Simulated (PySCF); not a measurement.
## Bond length, frequency and bond energy of SbI by level of theory

State: ³Σ⁻ (triplet), unpaired electrons π ↑↑. Set-up: PySCF, scalar-relativistic core potentials, basis sets Sb def2-SVP with ECP28, I def2-SVP with ECP28. De refers to Sb + I in their high-spin ground configurations, without counterpoise correction. The functionals are run spin-unrestricted. A positive dipole means Sb(−)I(+).

| Level | Re (Å) | ωe (cm⁻¹) | De (eV) | μ (D) | CPU s a point (SCF and correlation, without the integrals) |
| --- | --- | --- | --- | --- | --- |
| UHF | 2.744 | 201 | 0.95 | -2.50 | 0.17 |
| UHF-MP2 | 2.728 | 205 | 1.79 | n/a | 0.28 |
| UHF-SCS-MP2 | 2.740 | 202 | 1.71 | n/a | n/a |
| UHF-CCSD | 2.745 | 199 | 1.66 | n/a | n/a |
| UHF-CCSD(T) | 2.748 | 198 | 1.75 | n/a | 9.5 |
| PBE | 2.725 | 202 | 2.53 | -1.39 | 0.48 |
| revPBE | 2.739 | 198 | 2.32 | -1.50 | 0.37 |
| TPSS | 2.723 | 202 | 2.47 | -1.50 | 0.69 |
| r²SCAN | 2.711 | 207 | 2.38 | -1.57 | 0.64 |
| r²SCANh | 2.705 | 209 | 2.31 | -1.65 | 0.73 |
| PBE0 | 2.704 | 209 | 2.33 | -1.67 | 1.1 |
| LC-ωPBE | 2.677 | 220 | 2.03 | -1.92 | 0.96 |

Question: Which functional lies closest to UHF-CCSD(T) in De, which farthest, and by how much do they differ from it?

Answer: Closest is LC-ωPBE (-7.1 pm in Re, +11.1 % in ωe, +0.28 eV in De against UHF-CCSD(T) in the same basis), farthest PBE (-2.3 pm in Re, +2.0 % in ωe, +0.78 eV in De). CCSD(T) converges more slowly with the basis than the functionals do and binds too weakly in this one, so the order can change at the basis-set limit.

Question: What does a quarter of exact exchange do here, going from PBE to PBE0?

Answer: PBE0 less PBE: -2.1 pm in Re, +3.5 % in ωe, -0.20 eV in De. Exact exchange removes part of the self-interaction that spreads semilocal densities, and in most molecules shortens and stiffens the bond and lowers De; so it does here.

Question: What does the step from GGA to meta-GGA do here, going from PBE to r²SCAN?

Answer: r²SCAN less PBE: -1.4 pm in Re, +2.5 % in ωe, -0.15 eV in De. 

Correlated steps freeze 8 core orbitals. Correlated levels converge slowly with the basis: in double zeta they bind strong bonds too weakly, by up to about 1 eV, and carry superposition errors of some tenths. These are scalar-relativistic numbers at best; spin–orbit coupling would shift them, the dissociation energy most. The state was picked by a PBE0 search and need not be the measured ground state.

The whole job (state search and all levels along the bond) took about 2.9 min on 1 thread of Oxide Virtual Turin-like (shared host), peak memory 0.61 GiB.
